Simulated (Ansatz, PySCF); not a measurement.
H₂IMgN, singlet, geometry from GFN2-xTB (such geometries of metal compounds can be far from the true shape) (core potentials on I), with bond 4-3 at 1.4 times its length. Base run: CASSCF(4,6)/def2-SVP (PySCF).

Input for PySCF:
```python
from pyscf import gto, scf, mcscf
import numpy

mol = gto.Mole()
mol.atom = '''
    Mg   -1.594820   -0.295209    0.446853
    I     0.775211    0.259350   -0.448349
    N    -2.321072   -1.104873    1.981424
    H    -3.103830   -2.279379    1.846422
    H    -2.820667   -0.525141    2.645316
'''
mol.basis = 'def2-svp'
mol.ecp = {'I': 'def2-svp'}
mol.charge = 0
mol.spin = 0
mol.verbose = 4
mol.build()

mf = scf.RHF(mol)
mf.kernel()
mc = mcscf.CASSCF(mf, 6, 4)
mc.fix_spin_(ss=0.0)
mc.kernel()
occ = numpy.linalg.eigvalsh(mc.fcisolver.make_rdm1(mc.ci, mc.ncas, mc.nelecas))[::-1]
ss = mc.fcisolver.spin_square(mc.ci, mc.ncas, mc.nelecas)[0]
print('natural occupations', occ.round(4), ' <S^2>', round(ss, 4))
```

Programs used: Ansatz (a first-principles code), PySCF; a row that names a program was run with it.

The base run was repeated with changes; each row names its change, and settings that it needs were set with it.

| change | ΔE vs base (mEh) | natural occupations | <S^2> of the state |
|---|---|---|---|
| base | 0.000 | 1.98 1.97 0.02 0.02 0.01 0.00 | 0.00 |
| code = ansatz | -39.453 | - | - |
| correction = SC-NEVPT2 | -325.3 | 1.98 1.97 0.02 0.02 0.01 0.00 | 0.00 |
| active space = 2 electrons, 2 orbitals | 25.109 | 1.98 0.02 | 0.00 |
| active space = 6 electrons, 5 orbitals | 6.825 | 2.00 1.99 1.97 0.03 0.01 | 0.00 |
| orbitals = fixed (CASCI); correction = SC-NEVPT2 | -320.0 | 2.00 2.00 0.00 0.00 0.00 0.00 | 0.00 |
| solver = newton | -0.126 | 1.98 1.97 0.02 0.02 0.01 0.00 | 0.00 |
| state_average = 2 states | 8.045 | - | - |
| start = MP2 natural orbitals | -39.461 | 1.96 1.93 0.07 0.03 0.00 0.00 | 0.00 |
| orbitals = fixed (CASCI) | 31.575 | 2.00 2.00 0.00 0.00 0.00 0.00 | 0.00 |
| fix_spin_ = off | 0.000 | 1.98 1.97 0.02 0.02 0.01 0.00 | 0.00 |

Active orbitals are taken around the Fermi level unless the row says otherwise; CASSCF can end in different local minima, and two programs can end on different orbitals. State-averaged rows give the lowest state.
